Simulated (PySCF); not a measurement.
Isomers of C9H10O, mass 134.073 u with the commonest isotopes. Method used: PySCF 2.14.0, PBE0-D3(BJ)/def2-SVP geometry optimisation, gas phase. One conformer each, none proved a minimum here; rigid rotors.

**Question.** Order these by radius of gyration √(Σ m r²/M), smallest first.
A. `[CH3:1][O:2]/[CH:3]=[CH:4]/[c:5]1[cH:6][cH:7][cH:8][cH:9][cH:10]1` with C1–O2–C3–C4 0°, C3–C4–C5–C6 3°
B. `[CH3:1][C:2](=[O:3])[c:4]1[cH:5][cH:6][c:7]([CH3:8])[cH:9][cH:10]1` with C1–C2–C4–C5 180° (4'-methylacetophenone)
C. `[CH2:1]=[CH:2][c:3]1[cH:4][cH:5][c:6]([CH2:7][OH:8])[cH:9][cH:10]1` with C1–C2–C3–C4 178°, C5–C6–C7–O8 -26°, C6–C7–O8–H -59°
D. `[O:1]=[CH:2][C:3]1=[CH:4][C:5]2([CH:6]=[CH:7]1)[CH2:8][CH2:9][CH2:10]2` with O1–C2–C3–C4 0°
E. `[CH3:1][c:2]1[cH:3][cH:4][cH:5][c:6]([CH:7]=[O:8])[c:9]1[CH3:10]` with C5–C6–C7–O8 0°
F. `[CH2:1]=[CH:2][c:3]1[cH:4][cH:5][c:6]([O:7][CH3:8])[cH:9][cH:10]1` with C1–C2–C3–C4 180°, C5–C6–O7–C8 180° (4-methoxystyrene)

**Answer.** E (2.251 Å), D (2.302 Å), B (2.410 Å), F (2.481 Å), C (2.528 Å), A (2.632 Å).

**Question.** Order these by out-of-plane moment Σ m c² = (Ia + Ib − Ic)/2, largest first.
A. `[CH3:1][O:2]/[CH:3]=[CH:4]/[c:5]1[cH:6][cH:7][cH:8][cH:9][cH:10]1` with C1–O2–C3–C4 0°, C3–C4–C5–C6 3°
B. `[CH3:1][C:2](=[O:3])[c:4]1[cH:5][cH:6][c:7]([CH3:8])[cH:9][cH:10]1` with C1–C2–C4–C5 180°
C. `[CH2:1]=[CH:2][c:3]1[cH:4][cH:5][c:6]([CH2:7][OH:8])[cH:9][cH:10]1` with C1–C2–C3–C4 178°, C5–C6–C7–O8 -26°, C6–C7–O8–H -59°
D. `[O:1]=[CH:2][C:3]1=[CH:4][C:5]2([CH:6]=[CH:7]1)[CH2:8][CH2:9][CH2:10]2` with O1–C2–C3–C4 0°

**Answer.** D (39.04 u·Å²), C (5.51 u·Å²), B (3.18 u·Å²), A (1.70 u·Å²).

**Question.** Order these by dipole moment, smallest first.
A. `[CH3:1][c:2]1[cH:3][cH:4][cH:5][c:6]([CH:7]=[O:8])[c:9]1[CH3:10]` with C5–C6–C7–O8 0°
B. `[CH3:1][C:2](=[O:3])[c:4]1[cH:5][cH:6][c:7]([CH3:8])[cH:9][cH:10]1` with C1–C2–C4–C5 180° (4'-methylacetophenone)
C. `[CH3:1][O:2]/[CH:3]=[CH:4]/[c:5]1[cH:6][cH:7][cH:8][cH:9][cH:10]1` with C1–O2–C3–C4 0°, C3–C4–C5–C6 3°
D. `[CH2:1]=[CH:2][c:3]1[cH:4][cH:5][c:6]([O:7][CH3:8])[cH:9][cH:10]1` with C1–C2–C3–C4 180°, C5–C6–O7–C8 180°
E. `[O:1]=[CH:2][C:3]1=[CH:4][C:5]2([CH:6]=[CH:7]1)[CH2:8][CH2:9][CH2:10]2` with O1–C2–C3–C4 0°

**Answer.** C (1.35 D), D (1.61 D), B (3.36 D), E (3.50 D), A (3.67 D).

```
             SMILES  point group  Ia (u·Å²)  Ib (u·Å²)  Ic (u·Å²)      κ  μa (D)  μb (D)  μc (D)
  CC(=O)c1ccc(C)cc1            –     139.32     642.38     775.35  -0.91    2.46    2.29    0.07
    CO/C=C/c1ccccc1      near Cs     116.42     813.88     926.91  -0.96    1.00    0.90    0.04
    C=Cc1ccc(CO)cc1           C1     113.17     748.86     851.01  -0.96    0.64    0.64    0.87
    Cc1cccc(C=O)c1C           Cs     226.00     456.64     676.31  -0.52    3.52    1.04    0.00
O=CC1=CC2(C=C1)CCC2           Cs     177.62     571.96     671.49  -0.87    3.05    1.73    0.00
    C=Cc1ccc(OC)cc1           Cs     121.63     705.14     823.53  -0.94    1.14    1.14    0.00
```
